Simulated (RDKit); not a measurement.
Input for RDKit: UFF on CH4S (SMILES CS), a point of a torsion scan.

```python
from rdkit import Chem
from rdkit.Chem import AllChem, rdDetermineBonds

blocks = [
'''6

C    -0.51662675    0.02206259    0.02181690
S     1.16196229    0.73256685   -0.13856282
H    -0.61873374   -0.45389006    0.98845284
H    -1.23878119    0.82653226   -0.08029632
H    -0.65683061   -0.70466406   -0.77273758
H     1.61371398    0.36413442    1.05579825
''',
]
mol = None
for b in blocks:
    f = Chem.MolFromXYZBlock(b)
    rdDetermineBonds.DetermineBonds(f, charge=0)
    mol = f if mol is None else Chem.CombineMols(mol, f)
Chem.SanitizeMol(mol)
print(Chem.MolToSmiles(Chem.RemoveHs(mol)))
ff = AllChem.UFFGetMoleculeForceField(mol, vdwThresh=100.0, ignoreInterfragInteractions=False)
e = ff.CalcEnergy()
print(f'UFF energy {e:.6f} kcal/mol')
```

Output:

```
CS
UFF energy 3.660505 kcal/mol
```

The run finished.

Cost: roughly 0.03 core-seconds.
